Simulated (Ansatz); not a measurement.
Geometry optimisation, RKS PBE-D4/def2-SVP in Ansatz.

Input:

```yaml
crystal:
  periodic: [false, false, false]
  atoms:
    - { symbol: S, position_ang: [-1.31191, 1.59818, 0.67828] }
    - { symbol: B, position_ang: [0.04778, 0.49187, 0.3265] }
    - { symbol: O, position_ang: [-0.24121, -0.56292, -0.43192] }
    - { symbol: S, position_ang: [0.74408, -1.79637, -0.96031] }
    - { symbol: H, position_ang: [-2.24465, 0.93435, 0.0058] }
    - { symbol: H, position_ang: [1.10905, 0.73442, 0.76663] }
    - { symbol: H, position_ang: [1.89687, -1.39953, -0.38498] }
basis:
  gaussian: { orbitals: def2-SVP }
hamiltonian:
  xc: pbe
  dispersion: d4
relax:
  f_tol: 0.015
  max_steps: 40
```

Run as:

```bash
$ ansatz run input.yaml --threads 1 --pin off --max-ram 2048MiB --backend cpu --events-out ev --progress --plain --runs-dir out
```

Problem. Where does it end, and by what steps?

Solution. The forces met the threshold. After 6 steps the energy has fallen by 0.130 eV; H7 moved furthest, 0.13 Å.

```tsv
step	energy less start (eV)	largest force component (eV/Å)	accepted
0	0.0000	1.106	yes
1	-0.0962	0.608	yes
2	-0.1238	0.285	yes
3	-0.1287	0.106	yes
4	-0.1303	0.036	yes
5	-0.1304	0.031	yes
6	-0.1305	0.004	yes
```

```xyz
7
Properties=species:S:1:pos:R:3
S -1.282 1.643 0.713
B 0.006 0.448 0.290
O -0.313 -0.627 -0.487
S 0.826 -1.824 -0.954
H -2.285 1.010 0.039
H 1.130 0.643 0.717
H 1.918 -1.293 -0.319
```

Whether the end is a true minimum wasn't checked by a vibrational analysis.

Time of the run: 35 s on 1 thread of Intel(R) Xeon(R) Processor @ 2.50GHz (Skylake/Cascade Lake) (shared host), peak memory 0.15 GiB.
